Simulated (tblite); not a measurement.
Compound: C6H10BP.
Atom-mapped SMILES: `[BH3-:1][P@@+:2]1([CH2:3][C:4]#[CH:5])[CH:6]=[C:7]1[CH3:8]` (hydrogens: H9, H10, H11 on B1; H12, H13 on C3; H14 on C5; H15 on C6; H16, H17, H18 on C8)
Bond orders are those of one Lewis drawing.

Computed with GFN2-xTB (tblite), gas phase: L-BFGS steps from a force-field or distance-geometry start until the largest atomic force falls under 0.01 eV/Å.

Step 5: E = -585.9077 eV
```
atom  x, y, z in Å  |  force x, y, z in eV/Å
B1      0.2640   -2.0055    1.2437    0.014  -0.080   0.103
P2      0.0312   -0.7671   -0.1913    0.022   0.035   0.061
C3      1.5776   -0.1652   -1.0952   -0.217  -0.051  -0.032
C4      2.1445    1.0100   -0.4891    0.110   0.228   0.064
C5      2.6435    1.9708    0.0278   -0.164  -0.259  -0.156
C6     -1.4698   -0.6704   -1.1987    0.149   0.235   0.110
C7     -1.4630    0.2800   -0.2690    0.223  -0.080  -0.162
C8     -2.2012    1.3513    0.4142   -0.063   0.032  -0.001
H9     -0.7707   -1.9255    1.8169   -0.090  -0.131   0.096
H10     0.4673   -3.0446    0.7087    0.066  -0.147   0.087
H11     1.1915   -1.5730    1.8424    0.106  -0.050   0.096
H12     1.4034   -0.0318   -2.1659   -0.069   0.105   0.031
H13     2.2706   -1.0073   -0.9517   -0.060   0.063  -0.033
H14     3.0895    2.8109    0.4635    0.011   0.086   0.057
H15    -2.0230   -1.1392   -1.9820   -0.184   0.099   0.011
H16    -3.2083    1.4540    0.0171   -0.050   0.018  -0.145
H17    -2.2856    1.1648    1.4876    0.151  -0.197  -0.095
H18    -1.6702    2.2944    0.3094    0.045   0.092  -0.092
```

Step 6: E = -585.9267 eV
```
atom  x, y, z in Å  |  force x, y, z in eV/Å
B1      0.2664   -2.0195    1.2590   -0.015   0.100  -0.018
P2      0.0304   -0.7655   -0.1861    0.110  -0.116   0.149
C3      1.5669   -0.1650   -1.0967    0.004   0.019  -0.017
C4      2.1453    1.0098   -0.4926    0.047   0.211   0.076
C5      2.6418    1.9708    0.0266   -0.142  -0.216  -0.133
C6     -1.4657   -0.6571   -1.1993    0.067  -0.165  -0.256
C7     -1.4541    0.2872   -0.2753    0.060   0.239   0.141
C8     -2.2035    1.3505    0.4104    0.049   0.052  -0.055
H9     -0.7784   -1.9321    1.8210    0.026  -0.150   0.085
H10     0.4715   -3.0526    0.7128    0.053  -0.125   0.112
H11     1.2002   -1.5744    1.8471   -0.001  -0.106   0.081
H12     1.3990   -0.0238   -2.1685   -0.094   0.061   0.068
H13     2.2679   -1.0039   -0.9521   -0.126   0.089  -0.071
H14     3.0879    2.8123    0.4650   -0.018   0.012   0.014
H15    -2.0310   -1.1303   -1.9748   -0.115   0.134   0.046
H16    -3.2093    1.4562    0.0067    0.003  -0.025  -0.069
H17    -2.2737    1.1514    1.4824    0.074  -0.137  -0.113
H18    -1.6703    2.2922    0.3028    0.018   0.123  -0.042
```

Step 7: E = -585.9369 eV
```
atom  x, y, z in Å  |  force x, y, z in eV/Å
B1      0.2680   -2.0285    1.2705   -0.022   0.150  -0.094
P2      0.0307   -0.7662   -0.1800    0.087  -0.137   0.121
C3      1.5598   -0.1639   -1.0978    0.095   0.071   0.007
C4      2.1452    1.0104   -0.4954   -0.041   0.103   0.038
C5      2.6397    1.9703    0.0252   -0.068  -0.073  -0.055
C6     -1.4611   -0.6487   -1.2023    0.061  -0.227  -0.244
C7     -1.4464    0.2952   -0.2790    0.013   0.192   0.132
C8     -2.2043    1.3512    0.4065    0.107   0.069  -0.080
H9     -0.7835   -1.9395    1.8253    0.103  -0.155   0.078
H10     0.4754   -3.0603    0.7178    0.037  -0.071   0.140
H11     1.2065   -1.5772    1.8518   -0.071  -0.136   0.075
H12     1.3941   -0.0168   -2.1695   -0.116   0.031   0.085
H13     2.2637   -0.9999   -0.9537   -0.121   0.065  -0.092
H14     3.0860    2.8127    0.4659   -0.041  -0.043  -0.019
H15    -2.0389   -1.1215   -1.9689   -0.079   0.133   0.033
H16    -3.2096    1.4574   -0.0021    0.048  -0.052  -0.011
H17    -2.2637    1.1393    1.4766    0.013  -0.075  -0.115
H18    -1.6703    2.2922    0.2973   -0.003   0.152   0.001
```

**Question.** Estimate the geometry and energy of step 8. (The exact step hangs on the optimiser's Hessian estimate; all steps are aligned on step 7, rigid shifts and turns removed.)

**Answer.** E = -585.9473 eV, largest force 0.224 eV/Å
```
atom  x, y, z in Å  |  force x, y, z in eV/Å
B1      0.2693   -2.0350    1.2800   -0.016   0.119  -0.131
P2      0.0319   -0.7685   -0.1726    0.031  -0.102   0.039
C3      1.5535   -0.1614   -1.0984    0.110   0.096   0.034
C4      2.1436    1.0117   -0.4982   -0.117  -0.008   0.001
C5      2.6370    1.9699    0.0235    0.010   0.080   0.030
C6     -1.4541   -0.6420   -1.2067    0.047  -0.173  -0.116
C7     -1.4370    0.3035   -0.2827   -0.010   0.053   0.026
C8     -2.2033    1.3539    0.4012    0.149   0.058  -0.098
H9     -0.7866   -1.9502    1.8314    0.159  -0.143   0.067
H10     0.4801   -3.0695    0.7260    0.018   0.002   0.158
H11     1.2114   -1.5829    1.8584   -0.122  -0.144   0.070
H12     1.3867   -0.0091   -2.1687   -0.141   0.009   0.076
H13     2.2574   -0.9948   -0.9572   -0.067   0.010  -0.102
H14     3.0832    2.8123    0.4665   -0.051  -0.070  -0.039
H15    -2.0492   -1.1104   -1.9631   -0.033   0.121   0.018
H16    -3.2091    1.4576   -0.0112    0.103  -0.069   0.039
H17    -2.2534    1.1255    1.4686   -0.040   0.004  -0.115
H18    -1.6703    2.2958    0.2918   -0.031   0.155   0.044
```

The energy changes by -0.0104 eV. The first-order estimate −F·Δx gives -0.0140 eV and the mean of the old and new forces, exact on a quadratic surface, -0.0104 eV. The step makes an angle of 64° with the force vector and moves no atom by more than 0.019 Å.

The cost below is that of the whole relaxation. On one thread of an Arm Neoverse V1, shared host with 32 logical CPUs at a one-minute load of 13, this took 0.69 s.
